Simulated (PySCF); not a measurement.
# How methods differ on the ionisation energy of Sr³⁶⁺

Sr³⁶⁺ 1s2 (1S) → Sr³⁷⁺ 1s1 (2S), as a difference of total energies. Calculation: PySCF 2.14, in an uncontracted even-tempered set (15 s from 56 bohr⁻², ratio 2.5; 6 p from 85 bohr⁻², ratio 2.7; 3 d from 260 bohr⁻², ratio 2.7; 3 f from 380 bohr⁻², ratio 2.7); the spin-free X2C one-electron Hamiltonian (Gaussian nucleus). Correlated levels: nothing frozen; virtual orbitals above 40 to 60 times the deepest correlated orbital energy dropped. The calculations carry no spin-orbit coupling.

```
                 method  ionisation energy (eV)
                    UHF                 19367.1
                    LDA                 19326.9
                    PBE                 19363.6
                   PBE0                 19364.7
                 r2SCAN                 19369.4
                   BLYP                 19367.8
                 PBEsol                 19349.3
    MP2 (all electrons)                 19368.5
SCS-MP2 (all electrons)                 19368.8
```

For this ion Breit and QED terms and the two-electron picture change, all absent here, outweigh the differences among the correlated methods.

For comparison: 19345.6 eV (theoretical estimate listed by NIST; NIST Atomic Spectra Database, ionization energies).
